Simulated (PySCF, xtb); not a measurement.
BHO. Atoms are numbered in the order given.

```xyz
3

H      0.0000     0.0000    -1.7737
B      0.0000     0.0000    -0.6009
O      0.0000     0.0000     0.5973
```
Charge 0, spin multiplicity 1.

Coordinates come from a PBE0-D3(BJ)/def2-TZVPD optimisation.

These are PySCF with C-PCM-PBE0/def2-TZVPD values and carry that method's errors.

The values are the electrostatic part of the solvation free energy, E(continuum) − E(gas) at the gas-phase geometry, in a cavity of scaled van der Waals radii (PySCF's table); cavitation and dispersion terms are not included. In vacuum the orbital gap is 10.25 eV. The dipole moment in vacuum is 2.79 D.

Computed values in water (ε = 78.36), ethylethanoate (ε = 5.99), dimethylsulfoxide (ε = 46.83):
| solvent | ε | ΔG(elec) (kcal/mol) | dipole (D) | gap (eV) |
|---|---|---|---|---|
| water | 78.36 | -4.4 | 3.42 | 10.69 |
| ethylethanoate | 5.99 | -3.6 | 3.31 | 10.61 |
| dimethylsulfoxide | 46.83 | -4.4 | 3.41 | 10.68 |

For comparison, GFN2-xTB/ALPB(water) (xtb, at the GFN2-xTB geometry, all terms of that model) gives -0.9 kcal/mol.
